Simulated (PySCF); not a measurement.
## Cost of excited-state runs on SMILES C(P)CP1(=[Se])CCPCC1, C6H15P3Se

Molfile (atoms numbered from 1):
```
C6H15P3Se
     RDKit          3D

 25 25  0  0  0  0  0  0  0  0999 V2000
    4.2190    0.7164    0.5910 P   0  0  0  0  0  0  0  0  0  0  0  0
    2.6397    0.1402   -0.2236 C   0  0  0  0  0  0  0  0  0  0  0  0
    1.4860    0.1561    0.7695 C   0  0  0  0  0  0  0  0  0  0  0  0
   -0.0420   -0.5096   -0.0219 P   0  0  0  0  0  5  0  0  0  0  0  0
    0.2084   -2.3455   -0.9870 Se  0  0  0  0  0  2  0  0  0  0  0  0
   -0.6617    0.8312   -1.1192 C   0  0  0  0  0  0  0  0  0  0  0  0
   -2.0388    0.4575   -1.6508 C   0  0  0  0  0  0  0  0  0  0  0  0
   -3.3926    0.3838   -0.3779 P   0  0  0  0  0  0  0  0  0  0  0  0
   -2.6577   -0.8766    0.7754 C   0  0  0  0  0  0  0  0  0  0  0  0
   -1.2843   -0.5324    1.3346 C   0  0  0  0  0  0  0  0  0  0  0  0
    4.4369   -0.4649    1.2973 H   0  0  0  0  0  0  0  0  0  0  0  0
    5.0460    0.3106   -0.4523 H   0  0  0  0  0  0  0  0  0  0  0  0
    2.7646   -0.8672   -0.6308 H   0  0  0  0  0  0  0  0  0  0  0  0
    2.4304    0.8203   -1.0552 H   0  0  0  0  0  0  0  0  0  0  0  0
    1.3003    1.1648    1.1479 H   0  0  0  0  0  0  0  0  0  0  0  0
    1.7077   -0.4988    1.6199 H   0  0  0  0  0  0  0  0  0  0  0  0
    0.0445    0.9256   -1.9513 H   0  0  0  0  0  0  0  0  0  0  0  0
   -0.6863    1.7756   -0.5673 H   0  0  0  0  0  0  0  0  0  0  0  0
   -2.3547    1.1729   -2.4168 H   0  0  0  0  0  0  0  0  0  0  0  0
   -1.9960   -0.5290   -2.1274 H   0  0  0  0  0  0  0  0  0  0  0  0
   -2.9467    1.5002    0.3508 H   0  0  0  0  0  0  0  0  0  0  0  0
   -2.6065   -1.8214    0.2218 H   0  0  0  0  0  0  0  0  0  0  0  0
   -3.3715   -1.0186    1.5930 H   0  0  0  0  0  0  0  0  0  0  0  0
   -1.2895    0.4360    1.8435 H   0  0  0  0  0  0  0  0  0  0  0  0
   -0.9663   -1.3031    2.0459 H   0  0  0  0  0  0  0  0  0  0  0  0
  1  2  1  0
  2  3  1  0
  3  4  1  0
  4  5  2  0
  4  6  1  0
  6  7  1  0
  7  8  1  0
  8  9  1  0
  9 10  1  0
 10  4  1  0
  1 11  1  0
  1 12  1  0
  2 13  1  0
  2 14  1  0
  3 15  1  0
  3 16  1  0
  6 17  1  0
  6 18  1  0
  7 19  1  0
  7 20  1  0
  8 21  1  0
  9 22  1  0
  9 23  1  0
 10 24  1  0
 10 25  1  0
M  END
```

PySCF with density fitting, on 1 thread of an Intel Xeon 6975P-C, shared host. Command: `OMP_NUM_THREADS=1 python excited_run.py task.json out`

Problem. How long does this run take, and how much memory?
- vibronic structure, BHandHLYP/def2-SVP; Tamm-Dancoff

Solution. 
```tsv
run	level	basis functions	wall time	peak memory (GiB)
vibronic structure	BHandHLYP/def2-SVP	245	120 s	2
```
Times from a shared host are rough.
